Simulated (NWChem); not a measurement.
A series in which one site is exchanged, each optimised at B3LYP/6-31G* with NWChem, gas phase unless a solvent is named. Pople sets run with spherical d functions. This build's default masses of Se (78.918 u) and Br (79.917 u) are each other's, which moves their modes by up to 0.6 %. Shieldings are non-relativistic GIAO values without spin-orbit effects.

A: C[SiH](Cl)Cl (CH4Cl2Si; site = Cl)
B: [SiH2](Cl)C (CH$_{5}$ClSi; site = H)
C: [SiH](F)(Cl)C (CH₄ClFSi; site = F)
D: C[SiH](Cl)Br (CH$_{4}$BrClSi; site = Br)

Values for A:

- dipole (D), B3LYP/6-31G* = 2.52
- highest harmonic frequency (cm⁻¹), B3LYP/6-31G* = 3143
- 29Si shift against tetramethylsilane, PBE0/pcSseg-1 (ppm) = 32.2

### Question
How do these values change for the other members?

### Answer
| change from A | B | C | D |
|---|---|---|---|
| dipole (D), B3LYP/6-31G* | -0.17 | -0.10 | -0.05 |
| highest harmonic frequency (cm⁻¹), B3LYP/6-31G* | -3 | -4 | +2 |
| 29Si shift against tetramethylsilane, PBE0/pcSseg-1 (ppm) | -35.1 | -11.6 | +6.7 |
